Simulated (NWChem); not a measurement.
System: CH₅FOSi; SMILES C[SiH](O)F

Here is an NWChem input.

```
start job
memory heap 200 mb stack 900 mb global 1100 mb
geometry units angstroms noautoz
  Si     0.014807     0.085878     0.359745
  C     -0.269582    -1.658304    -0.214669
  O     -1.102758     1.152313    -0.227174
  F      1.496040     0.517653    -0.160167
  H     -0.014725     0.243570     1.832332
  H     -1.266028    -2.015456     0.087987
  H      0.483504    -2.335619     0.217507
  H     -0.194936    -1.734544    -1.311196
  H     -1.256294     1.165424    -1.176130
end
basis spherical
  * library def2-svp
end
dft
  xc xcamb88 1.00 lyp 0.81 vwn_5 0.19 hfexch 1.00
  cam 0.33 cam_alpha 0.19 cam_beta 0.46
  iterations 150
  vectors input atomic output neutral.movecs
end
task dft energy
charge 1
dft
  odft
  mult 2
  vectors input atomic output cation.movecs
end
task dft energy
```

All runs use the structure optimised with PBE0/def2-SVP.

Ions are spin-unrestricted doublets at the neutral geometry; other ion states weren't tried.

### Question
What results follow from this input? (CAM-B3LYP/def2-SVP, vertical spin-unrestricted ions.) Quantities: vertical ionisation energy, ΔSCF (eV); −ε(HOMO) (eV).

### Answer
```
Item                                   Result
-------------------------------------  ------
vertical ionisation energy, ΔSCF (eV)   11.32
−ε(HOMO) (eV)                           10.20
```
